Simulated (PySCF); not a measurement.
SnMeBr3, CH3Br3Sn.
Bonds: Sn1–C2, Sn1–Br6, Sn1–Br7, Sn1–Br8. Hydrogens: H3, H4, H5 on C2.

Computed with PySCF 2.14.0, PBE0-D3(BJ)/def2-SVP geometry optimisation, gas phase, def2 core potentials past Kr.

Task: How far are the bound atoms from Sn1?

Result: 4 atoms: C2 2.130 Å, Br7 2.473 Å, Br8 2.474 Å, Br6 2.476 Å. The nearest atom not counted as bound is H4, at 2.68 Å (others tie with it).

Task: List the angles at Sn1.

Result: 
```
      angle  degrees  distance of the outer atoms (Å)
 C2–Sn1–Br8    113.1                             3.84
 C2–Sn1–Br7    112.9                             3.84
 C2–Sn1–Br6    111.3                             3.81
Br6–Sn1–Br7    106.8                             3.97
Br6–Sn1–Br8    106.7                             3.97
Br7–Sn1–Br8    105.7                             3.94
```

Task: What is the shape at Sn1?

Result: Distorted tetrahedral: angles from 105.7° to 113.1°; τ4 = (360° − α − β)/141° = 0.95 with α and β the two widest (0 for a square, 1 for a tetrahedron).

Task: What are the other bond lengths?

Result: C2–H3, C2–H4, C2–H5 1.098 Å.

Point group: near C3v, missed by 0.16 Å at most; the miss may be what the optimiser left on a soft mode (C3 holds within 0.08 Å). Charge 0, singlet. Stationary, but not proved a minimum.

Hardware: one thread, Arm Neoverse V1 (aarch64), no GPU, shared host with 32 logical CPUs at a one-minute load of 21. Cost: 2.7 min of wall time, 0.75 GiB resident at most. These figures are those of the optimisation.
